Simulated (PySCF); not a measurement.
Mayer bond orders and bond lengths

Species: C5H2F8.
SMILES with atom numbers: `[CH2:1]=[C:2]([F:3])[C:4]([F:5])([F:6])[C:7]([F:8])([F:9])[C:10]([F:11])([F:12])[F:13]` (hydrogens: H14, H15 on C1)

Structure used (GFN2-xTB), in Å, numbered top down from 1:
```
atom  x, y, z in Å
C1     2.0888    1.0786   -0.0326
C2     1.3712    0.0124   -0.3223
F3     1.4355   -0.5956   -1.5145
C4     0.4133   -0.6818    0.6281
F5     0.8883   -1.8973    0.9849
F6     0.3035    0.0285    1.7730
C7    -1.0241   -0.8826    0.0512
F8    -0.9908   -1.6684   -1.0380
F9    -1.7931   -1.5049    0.9641
C10   -1.7141    0.4590   -0.3298
F11   -0.9996    1.1177   -1.2454
F12   -1.8404    1.2572    0.7260
F13   -2.9208    0.2435   -0.8321
H14    2.7560    1.4943   -0.7657
H15    2.0218    1.5472    0.9312
```

Bond orders from the PBE0/pcSseg-1 density (PySCF). The structure is a single GFN2-xTB conformer in the gas phase; no vibrational or solvent corrections.

How far do the computed orders between heavy atoms stray from the drawn ones?

The largest departure is 0.123, at C7–C10 (drawn single, 0.877). Drawn single, order below 0.88: C7–C10 (0.877).

Give the Mayer order of every bond, beside its length.

```json
{"bond": "C1–C2", "drawn as": "double", "length (Å)": "1.317", "Mayer order": "1.903"}
{"bond": "C2–F3", "drawn as": "single", "length (Å)": "1.340", "Mayer order": "0.972"}
{"bond": "C2–C4", "drawn as": "single", "length (Å)": "1.518", "Mayer order": "0.916"}
{"bond": "C4–F5", "drawn as": "single", "length (Å)": "1.353", "Mayer order": "0.950"}
{"bond": "C4–F6", "drawn as": "single", "length (Å)": "1.352", "Mayer order": "0.963"}
{"bond": "C4–C7", "drawn as": "single", "length (Å)": "1.562", "Mayer order": "0.911"}
{"bond": "C7–F8", "drawn as": "single", "length (Å)": "1.344", "Mayer order": "0.976"}
{"bond": "C7–F9", "drawn as": "single", "length (Å)": "1.346", "Mayer order": "0.964"}
{"bond": "C7–C10", "drawn as": "single", "length (Å)": "1.556", "Mayer order": "0.877"}
{"bond": "C10–F11", "drawn as": "single", "length (Å)": "1.335", "Mayer order": "1.010"}
{"bond": "C10–F12", "drawn as": "single", "length (Å)": "1.330", "Mayer order": "1.034"}
{"bond": "C10–F13", "drawn as": "single", "length (Å)": "1.325", "Mayer order": "1.027"}
{"bond": "C1–H14", "drawn as": "single", "length (Å)": "1.075", "Mayer order": "0.930"}
{"bond": "C1–H15", "drawn as": "single", "length (Å)": "1.074", "Mayer order": "0.942"}
```

By pair of heavy elements: C–C: lowest C7–C10 (0.877, 1.556 Å), highest C1–C2 (1.903, 1.317 Å); in 1 of the 6 pairs the longer bond (by over 0.003 Å) has the higher order (by 0.02 or more). C–F: lowest C4–F5 (0.950, 1.353 Å), highest C10–F12 (1.034, 1.330 Å).

Sum the orders of all bonds at each heavy atom with more than one neighbour and set the sums beside the valence in the SMILES.

C1 3.775 (drawn 4), C2 3.791 (drawn 4), C4 3.740 (drawn 4), C7 3.728 (drawn 4), C10 3.948 (drawn 4). Orders between atoms that aren't bonded are not in these sums.

Mayer orders depend on the basis set.

These values come from a run that also computed NMR shieldings. On an Arm Neoverse V2 with one thread (shared host), this took 49 s of wall time.
